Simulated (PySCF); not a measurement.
A series of related molecules.

All values: PBE0/def2-SVPD (PySCF) at PBE0-D3(BJ)/def2-SVP geometries, gas phase, one conformer each. Core orbitals are frozen in the response; Δα² is half the sum of the squared differences of the principal polarisabilities. The calculation is non-relativistic, for selenium too.

Question: Rank by HOMO energy, highest first.
A. `C#C[P@@]1(=[Se])C=C1C=C`
B. `C#C[P@]1(=[Se])C(C)=C1C=C`
C. `C(C[P@]1(C(=C1C)C=C)=[Se])#N`

Answer: B (-6.08 eV), A (-6.22 eV), C (-6.38 eV).

Question: Rank by dipole moment, highest first.
A. `[CH:1]#[C:2][P@@:3]1(=[Se:4])[CH:5]=[C:6]1[CH:7]=[CH2:8]` with C5–C6–C7–C8 -176°
B. `[CH:1]#[C:2][P@:3]1(=[Se:4])[C:5]([CH3:6])=[C:7]1[CH:8]=[CH2:9]` with C5–C7–C8–C9 175°
C. `[CH2:1]=[CH:2][C:3]1=[C:4]([CH3:5])[P@@:6]1(=[Se:7])[CH2:8][C:9]#[N:10]` with C1–C2–C3–C4 175°, C4–P6–C8–C9 13°

Answer: B (5.12 D), A (4.83 D), C (2.29 D).

Question: Rank by HOMO–LUMO gap, highest first.
A. `C#C[P@]1(=[Se])C(C)=C1C=C`
B. `C=CC1=C(C)[P@@]1(=[Se])CC#N`
C. `C#CP1(=[Se])C(C=C)=C1C=C`
D. `C#C[P@@]1(=[Se])C=C1C=C`

Answer: B (4.45 eV), A (4.29 eV), D (4.16 eV), C (3.80 eV).

All values together:

```tsv
SMILES	change	formula	μ (D)	HOMO (eV)	LUMO (eV)	α (Å³)	Δα (Å³)	electrons	α per electron (Å³)	ΔSCF removal energy (eV)
C#C[P@]1(=[Se])C(C)=C1C=C	parent	C7H7PSe	5.12	-6.08	-1.79	21.28	2.40	98	0.217	7.84
C=CC1=C(C)[P@@]1(=[Se])CC#N	ethynyl replaced by CH2CN	C7H8NPSe	2.29	-6.38	-1.93	21.66	6.12	106	0.204	8.14
C#CP1(=[Se])C(C=C)=C1C=C	CH3 replaced by vinyl	C8H7PSe	4.88	-6.12	-2.32	24.13	6.64	104	0.232	7.85
C#C[P@@]1(=[Se])C=C1C=C	CH3 replaced by H	C6H5PSe	4.83	-6.22	-2.06	19.03	4.07	90	0.211	8.03
```

Conformers: `[CH:1]#[C:2][P@:3]1(=[Se:4])[C:5]([CH3:6])=[C:7]1[CH:8]=[CH2:9]` with C5–C7–C8–C9 175°; `[CH2:1]=[CH:2][C:3]1=[C:4]([CH3:5])[P@@:6]1(=[Se:7])[CH2:8][C:9]#[N:10]` with C1–C2–C3–C4 175°, C4–P6–C8–C9 13°; `[CH:1]#[C:2][P:3]1(=[Se:4])[C:5]([CH:6]=[CH2:7])=[C:8]1[CH:9]=[CH2:10]` with P3–C5–C6–C7 5°, C5–C8–C9–C10 -175°; `[CH:1]#[C:2][P@@:3]1(=[Se:4])[CH:5]=[C:6]1[CH:7]=[CH2:8]` with C5–C6–C7–C8 -176°.

Give the shifts from the parent, `C#C[P@]1(=[Se])C(C)=C1C=C`.

| SMILES | change in μ (D) | change in HOMO (eV) | change in LUMO (eV) | change in mean α (Å³) | change in ionisation energy (eV) |
| --- | --- | --- | --- | --- | --- |
| C=CC1=C(C)[P@@]1(=[Se])CC#N | -2.83 | -0.30 | -0.14 | +0.38 | +0.30 |
| C#CP1(=[Se])C(C=C)=C1C=C | -0.24 | -0.04 | -0.53 | +2.85 | +0.01 |
| C#C[P@@]1(=[Se])C=C1C=C | -0.29 | -0.14 | -0.27 | -2.25 | +0.19 |
